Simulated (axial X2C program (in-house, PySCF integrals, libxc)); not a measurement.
# AuCl: computed against measured constants

Calculated with an axial X2C code built on PySCF integrals. Spin-free means the one-electron spin-free X2C Hamiltonian; two-component (2c) means X2C with spin–orbit coupling and atomic mean-field two-electron Coulomb and Gaunt terms, so the difference of the two also holds small scalar two-electron terms. Basis: Au dyall-cv4z [15s16p10d7f7g], Cl dyall-av4z [10s9p4d3f2g] (cores contracted in-house); Gaussian nuclei, density fitting, unrestricted open shells. Masses: Au 196.967 u, Cl 34.969 u.

| Hamiltonian | level | ωe (cm⁻¹) | De (eV) |
| --- | --- | --- | --- |
| spin-free | PBE0 | 372.1 | 2.90 |
| spin-free | HF | 335.2 | 1.71 |
| spin-free | MP2 | 394.6 | 3.02 |
| spin-free | CCSD | 370.4 | 2.79 |
| spin-free | CCSD(T) | 371.7 | 2.91 |
| spin-free | BP86 | 363.6 | 3.01 |
| spin-free | PBE50 | 376.1 | 2.79 |
| spin-free | M06 | 355.7 | 2.93 |
| 2c | PBE0 | 374.6 | 2.95 |
| 2c | HF | 337.0 | 1.68 |
| 2c | MP2 | 396.5 | 3.04 |
| 2c | CCSD | 372.3 | 2.79 |
| 2c | CCSD(T) | 373.6 | 2.91 |
| 2c | BP86 | 366.2 | 3.07 |
| 2c | PBE50 | 378.2 | 2.83 |
| 2c | M06 | 357.7 | 2.93 |

De refers to Au + Cl.

Correlated methods: 18 electrons correlated (number of frozen shells: Au 5 s, 4 p, 2 d, 1 f; Cl 2 s, 1 p), 430 virtual spin orbitals or spinors in MP2, 180 natural virtuals in coupled cluster.

Measured (Huber and Herzberg, Constants of Diatomic Molecules, 1979; state 1Σ+): ωe (cm⁻¹) 382.8.

Question: Work out the error of each level, computed minus measured.

Answer: 

| Hamiltonian | level | ωe (cm⁻¹) |
| --- | --- | --- |
| spin-free | PBE0 | -10.7 |
| spin-free | HF | -47.6 |
| spin-free | MP2 | 11.8 |
| spin-free | CCSD | -12.4 |
| spin-free | CCSD(T) | -11.1 |
| spin-free | BP86 | -19.2 |
| spin-free | PBE50 | -6.7 |
| spin-free | M06 | -27.1 |
| 2c | PBE0 | -8.2 |
| 2c | HF | -45.8 |
| 2c | MP2 | 13.7 |
| 2c | CCSD | -10.5 |
| 2c | CCSD(T) | -9.2 |
| 2c | BP86 | -16.6 |
| 2c | PBE50 | -4.6 |
| 2c | M06 | -25.1 |

The state is one determinant whose occupation by symmetry is held fixed; it was picked as the lowest of a PBE0 search that is not exhaustive. Closed shells are restricted here (equal orbitals for both partners); the stretched side of such a curve lies too high. Dissociation energies refer to the lowest single-determinant-based atoms at the same level and basis. Coupled cluster ran in a truncated set of natural virtual spinors; the MP2 energy of the rest was added. (T) has no such correction and the atoms are truncated less, which lowers De at CCSD(T) by a hundredth of an eV or more. A 2c atom that is not at its ground J level misses part of its spin–orbit lowering, and De is too large by that part (0.04 eV or less for light atoms). This holds for PBE0, BP86, PBE50. The functionals have no current-density term, which raises determinants with orbital currents, atoms included.
